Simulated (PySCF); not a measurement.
**Fractional electron number in Au²⁺ (gold, charge +2)**

The 5d beta orbital of [Xe] 4f14 5d9 is emptied in steps (occupation f), with all orbitals relaxed, ending at [Xe] 4f14 5d8. All numbers are calculated (PySCF 2.14, a scalar-relativistic core potential, in def2-TZVP with the def2 core potential (60 electrons)). The exact energy is a straight line in f; departures are measured from the line between the end points of the same method.

Question: Among PBE0, r2SCAN, LC-wPBE, which shows the largest delocalisation error (convex curve), and which is closest to linear?

Answer: Most convex: r2SCAN (-1.448 eV at f = 0.5); closest to linear: LC-wPBE (-0.358 eV).

```csv
f,PBE0 (eV),r2SCAN (eV),LC-wPBE (eV)
1,0.000,0.000,0.000
0.9,-0.391,-0.520,-0.127
0.7,-0.914,-1.215,-0.299
0.5,-1.091,-1.448,-0.358
0.3,-0.918,-1.216,-0.301
0.1,-0.394,-0.521,-0.129
0,0.000,0.000,0.000
```

| method | E(f=0) − E(f=1) (eV) | −ε at f=1 (eV) | −ε at f=0.5 (eV) |
| --- | --- | --- | --- |
| PBE0 | 32.716 | 28.385 | 32.706 |
| r2SCAN | 32.531 | 26.756 | 32.529 |
| LC-wPBE | 32.634 | 31.222 | 32.630 |

Reference removal energy between the ground levels: 30 ± 1.6 eV (theoretical estimate listed by NIST; NIST Atomic Spectra Database, ionization energies). The calculation has no spin-orbit coupling. The determinant left behind need not be the lowest term of the ion.
